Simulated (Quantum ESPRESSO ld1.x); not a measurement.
Values are calculated unless marked as measured or tabulated.
The mean radii <r> (bohr) of the occupied orbitals of an atom or ion are listed with their occupations. Level of theory: scalar-relativistic Kohn-Sham, LDA (Slater exchange, Perdew-Wang correlation), spin-polarised, spherical densities, point nucleus (ld1.x of Quantum ESPRESSO 7.5).

| orbital | occ. | <r> |
|---|---|---|
| 1s up | 1 | 0.02724 |
| 1s down | 1 | 0.02724 |
| 2s up | 1 | 0.1171 |
| 2s down | 1 | 0.1171 |
| 2p up | 3 | 0.1023 |
| 2p down | 3 | 0.1023 |
| 3s up | 1 | 0.3098 |
| 3s down | 1 | 0.3096 |
| 3p up | 3 | 0.3063 |
| 3p down | 3 | 0.3061 |
| 3d up | 5 | 0.2803 |
| 3d down | 5 | 0.2801 |
| 4s up | 1 | 0.6433 |

Name the element and its charge. Open shells, if any, are filled with parallel spins first.

Answer. Z = 53, iodine, charge +24: I24+ in [Ar] 3d10 4s1. The 1s radius gives Z: for a bare nucleus <r> = (2 gamma + 1)/(2Z) with gamma = sqrt(1 - (Z/c)^2), 0.02683 bohr for Z = 53, and screening makes it slightly larger (0.02724 here). The occupations add up to 29, and the charge is Z minus that.
